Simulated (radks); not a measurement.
Excited configurations of Os55+: one electron is placed in a higher orbital outside [Ar] 3d2. The ground configuration is [Ar] 3d3. All-electron calculation, scalar-relativistic Kohn-Sham, r2SCAN, spin-polarised, spherical densities, finite nucleus; open shells are filled with parallel spins first (spin-orbit coupling, left out, can overturn this in heavy ions); meta-GGA in the generalised Kohn-Sham scheme; Fermi nuclear charge, rms radius 5.4126 fm. Program: a radial shooting solver on a logarithmic mesh with Libxc functionals. Excitation = E - E(ground); binding = E(ion) - E, where the ion is the core of charge +56; n* = 56/sqrt(2 binding) in atomic units. These energies are relativistic, and a one-electron ion of charge +56 with no core already has n* below n in this formula (scalar-relativistic equation, point nucleus: 4p 3.960, 5f 4.989, 6d 5.977, 7d 6.975, 7f 6.985). The quantum defect is therefore taken as that value minus n*, so that it holds no relativistic shift of the bare ion.

| outer orbital | excitation (eV) | binding (eV) | n* | quantum defect | eigenvalue (eV) | <r> (bohr) |
|---|---|---|---|---|---|---|
| 4p | 2307.6 | 3082.6 | 3.720 | 0.240 | -3058.4 | 0.3550 |
| 5f | 3632.8 | 1757.4 | 4.927 | 0.061 | -1740.1 | 0.5417 |
| 7d | 4477.4 | 912.81 | 6.837 | 0.139 | -905.96 | 1.199 |
| 7f | 4499.8 | 890.43 | 6.922 | 0.063 | -883.19 | 1.175 |

Estimate the row for 6d.

Answer. excitation (eV) 4138.3; binding (eV) 1251.9; n* 5.838; quantum defect 0.139; eigenvalue (eV) -1242.1; <r> (bohr) 0.8598. The Delta-SCF ionisation energy is 5390.2 eV (NIST Atomic Spectra Database: 5421 eV, theoretical). Self-interaction in the functional shifts the binding energies and quantum defects, so they are the method's values and not measured ones. Open shells are spherical and high-spin; term and fine-structure splittings are not resolved. Spin-orbit splitting is averaged out at the scalar-relativistic level.
